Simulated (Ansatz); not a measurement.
A nudged elastic band was laid between two geometries of CH₅FGe (8 atoms, charge 0, multiplicity 1).

These are results of RKS PBE-D4/def2-SVP (Ansatz), not measurements.

```
movable images  : 7
climbing image  : yes
spring          : 5.0 eV/Å²
optimiser       : fire
start path      : through a guess of the saddle point
force threshold : 0.05 eV/Å
iteration limit : 60
end points      : relaxed
largest step    : 0.5 Å
```

Initial state:

```xyz
8
Properties=species:S:1:pos:R:3
Ge 0.216 0.031 0.048
F -0.020 -0.080 1.795
H 1.745 0.197 -0.168
C -0.804 1.575 -0.575
H -1.882 1.430 -0.368
H -0.458 2.492 -0.059
H -0.663 1.705 -1.666
H -0.305 -1.309 -0.540
```

Final state:

```xyz
8
Properties=species:S:1:pos:R:3
Ge 0.041 -0.219 -0.697
F 1.331 0.265 1.251
H 1.971 -0.097 0.648
C -0.943 1.530 -0.714
H -1.885 1.392 -1.289
H -1.235 1.827 0.314
H -0.358 2.342 -1.185
H -1.092 -0.999 0.139
```

(1) What changes between the two ends?

(2) What energy profile does the band end with?

(3) What is the geometry of the highest image?

Results:

(1) Bonds broken: Ge1–F2, Ge1–H3. Bonds formed: F2–H3. CH5FGe becomes CH4Ge + FH.

(2) The forces met the threshold. The highest image is number 5 of 0 to 8, 2.37 eV above the first end and 0.38 eV above the last; the last end lies 1.99 eV above the first. The order of the stationary point at the top wasn't checked. The orbitals stay closed-shell, which can raise the energy where a bond breaks towards radicals; this wasn't checked here.

| image | path coordinate (Å) | energy (eV) | Ge1–F2 (Å) | Ge1–H3 (Å) | F2–H3 (Å) |
| --- | --- | --- | --- | --- | --- |
| 0 | 0.00 | 0.00 | 1.77 | 1.55 | 2.65 |
| 1 | 0.51 | 0.01 | 1.77 | 1.55 | 2.65 |
| 2 | 1.01 | 0.02 | 1.77 | 1.55 | 2.64 |
| 3 | 1.53 | 0.23 | 1.77 | 1.54 | 2.36 |
| 4 | 2.04 | 1.36 | 1.86 | 1.54 | 1.81 |
| 5 | 2.55 | 2.37 | 2.09 | 1.66 | 1.26 |
| 6 | 2.97 | 2.05 | 2.34 | 2.04 | 0.98 |
| 7 | 3.40 | 2.00 | 2.41 | 2.26 | 0.96 |
| 8 | 3.84 | 1.99 | 2.39 | 2.36 | 0.95 |

(3) 
```xyz
8
Properties=species:S:1:pos:R:3
Ge 0.192 -0.078 -0.416
F 0.992 0.195 1.494
H 1.622 -0.078 0.434
C -0.881 1.561 -0.704
H -1.928 1.329 -0.978
H -0.876 2.114 0.259
H -0.426 2.211 -1.476
H -0.866 -1.213 -0.148
```

Run time: 4.2 min on 2 threads of Arm Neoverse V2, with other jobs on the host, peak memory 0.12 GiB.
